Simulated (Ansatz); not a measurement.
```yaml
crystal:
  periodic: [false, false, false]
  atoms:
    - {symbol: Mg, position_ang: [-1.846615, -0.906775, -0.394574]}
    - {symbol: Mg, position_ang: [-0.758474, 1.858343, -0.110058]}
    - {symbol: Al, position_ang: [-0.341323, -1.066523, -2.451441]}
    - {symbol: Al, position_ang: [1.165370, -0.750485, -0.467522]}
    - {symbol: Al, position_ang: [1.553114, 1.388239, 1.435068]}
    - {symbol: Al, position_ang: [-0.525337, -0.214915, 1.877506]}
    - {symbol: O, position_ang: [0.691821, 0.594966, 2.775767]}
    - {symbol: O, position_ang: [2.321277, 0.212184, 0.408254]}
    - {symbol: O, position_ang: [1.227476, -1.657748, -2.001257]}
    - {symbol: O, position_ang: [-1.941085, -1.608379, -2.211293]}
    - {symbol: O, position_ang: [0.702046, 2.703445, 0.745464]}
    - {symbol: O, position_ang: [-0.256694, 0.376945, -1.316157]}
    - {symbol: O, position_ang: [-1.871501, 0.539116, 1.011509]}
    - {symbol: O, position_ang: [-0.120064, -1.468414, 0.698725]}
basis:
  gaussian: {orbitals: def2-TZVP}
magnetization: {spin_polarized: true, initial_magnetization: 2}
hamiltonian: {xc: pbe0, dispersion: d4}
scf: {omitted_lower_state_checks: [starts]}
output: {orbitals: {seedname: orbitals}}
```

```sh
$ ansatz run in.yaml --threads 6 --pin off --events-out ev --progress --plain --max-ram 7833MiB
```

**Question.** Does this run fit into the memory that it is given?

**Answer.** No. It has 460 basis functions, and Ansatz plans for 8.03 GiB where 7.64 GiB are given.
